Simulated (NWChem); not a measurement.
CH$_{7}$BGe; SMILES C[BH][GeH3]

```xyz
10

B     -0.6071     1.1128     0.0343
Ge     0.0556    -0.8571    -0.0213
H     -0.5002    -1.5705    -1.2849
H      1.5986    -1.0169    -0.0576
H     -0.4647    -1.6767     1.1901
H     -1.7875     1.2810     0.1622
C      0.3292     2.3597    -0.0190
H      0.4378     2.6738     1.0371
H     -0.1177     3.2223    -0.5293
H      1.3415     2.1892    -0.3985
```
Atoms are numbered in this order, from 1.

STO-3G and 3-21G are far too small for this property and stand as cheap habits. All runs use the structure optimised with B3LYP/6-31G* (spherical d).

Q: Give the principal values of the shielding tensors (ppm) of B1, Ge2, C7 from Hartree-Fock/STO-3G, GIAO (NWChem), with their diamagnetic and paramagnetic parts as GIAO splits them.

A: 
```json
[
 {"atom": "B1", "σ11": "-100.6", "σ22": "1.3", "σ33": "167.4", "isotropic": "22.7", "diamagnetic": "194.8", "paramagnetic": "-172.1"},
 {"atom": "Ge2", "σ11": "2432.7", "σ22": "2438.8", "σ33": "2475.6", "isotropic": "2449.0", "diamagnetic": "2733.9", "paramagnetic": "-284.9"},
 {"atom": "C7", "σ11": "212.3", "σ22": "228.5", "σ33": "240.9", "isotropic": "227.2", "diamagnetic": "245.9", "paramagnetic": "-18.6"}
]
```
